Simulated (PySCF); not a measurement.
**Worked example: entropy of an ideal gas**

GeH3F, SMILES [F][GeH3].

Geometry optimised at PBE0-D3(BJ)/def2-TZVP.

PBE0-D3(BJ)/def2-TZVP (PySCF) gives the harmonic wavenumbers 636, 636, 699, 870, 870, 873, 2179, 2188, 2188 cm⁻¹ and the rotational temperatures 3.7019, 0.4775, 0.4775 K. The molar mass is 94.65 g/mol, the symmetry number 3, the spin multiplicity 1.

Problem. Work out the entropy at 298.15 K and 1 atm in the rigid-rotor, harmonic-oscillator model.

Solution. 
Translation (Sackur–Tetrode at 1 atm): S = R[1.5 ln M + 2.5 ln T − 1.16487] = 165.5 J/(mol K).
Rotation: q = (√π/σ) T^1.5/√(θA θB θC) = 3310, S = R[ln q + 3/2] = 79.9 J/(mol K).
Vibration: with u = 1.4388 ν/T, each mode gives R[u/(e^u − 1) − ln(1 − e^−u)]:
```
ν (cm⁻¹)  modes     u  S (J/(mol K))
--------  -----  ----  -------------
636           2  3.07           3.28
699           1  3.37           1.29
870           2  4.20           1.32
873           1  4.21           0.65
```
The stiffer modes add less than 0.005 each. Sum 6.5 J/(mol K).
Spin: R ln 1 = 0.0 J/(mol K).
Total 251.9 J/(mol K); the program's own thermochemistry gives 251.9. Translation makes up 66 % and vibration 3 %. Anharmonicity, hindered rotation and orbital degeneracy are left out.
